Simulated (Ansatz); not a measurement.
A structure relaxed at r2SCAN-D4/def2-TZVP in Ansatz, charge 0, doublet:

```xyz
3

Cu    0.8308    0.8139    0.9303
O    -0.9949   -0.3120   -0.7096
O     0.1641   -0.5019   -0.2207
```

Task: Give its formula and point group.

Result: CuO₂. Point group Cs (tolerance 0.1 Å).

Task: Summarise the bond lengths by kind (pairs closer than 1.2 times the sum of covalent radii, bridged metal pairs left out).

Result: 1 × Cu–O 1.87 Å; 1 × O–O 1.27 Å. The metal has 1 neighbour: O 1.87 Å.

The structure holds one bond between oxygen atoms, so isomers without such links may lie far lower. The charge 0 doublet is spin-contaminated (final ⟨S²⟩ up to 1.10, 0.75 for a pure state). The structure comes from a short search, and lower isomers may exist.
